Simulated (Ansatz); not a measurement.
Consider the formal loss of a carbene: `FC(F)[SiH3]` → `[CH]F` + `F[SiH3]`.

Program: Ansatz. Geometries: PBE0-D4/def2-TZVP. ΔE: electronic, gas phase. CBS: MP2 limit from def2 TZ/QZ plus the TZ coupled-cluster correction, frozen cores. This one scheme is used for every species. Functionals use def2-TZVPP.

```csv
level,ΔE (kJ/mol),difference from CCSD(T)/CBS
LDA (SPW92),277.8,93.5
revPBE-D4,213.8,29.5
BLYP-D4,190.1,5.8
r2SCAN-D4,218.4,34.1
PBE0-D4,224.4,40.1
BHLYP-D4,191.0,6.7
B2PLYP,187.2,2.9
PBE-QIDH,213.3,29.0
revPBE,196.7,12.4
RPA@PBE/def2-TZVPP,160.2,-24.1
MP2/def2-TZVPP,198.4,14.1
SCS-MP2/def2-TZVPP,182.9,-1.4
HF/def2-QZVPP,133.8,-50.5
MP2/def2-QZVPP,198.8,14.5
HF/CBS(def2),133.4,-50.9
CCSD/CBS(def2),179.6,-4.7
CCSD(T)/CBS,184.3,0
```

Largest T1 diagnostic among the species: 0.018.

At CCSD(T), def2-SVP lies +19.3 kJ/mol from the extrapolated value and def2-TZVPP −2.4 kJ/mol. In def2-TZVPP, CCSD(T) changes the Hartree–Fock value by +45.3 kJ/mol (the triples alone add +4.7 kJ/mol) and MP2 by +61.7 kJ/mol.
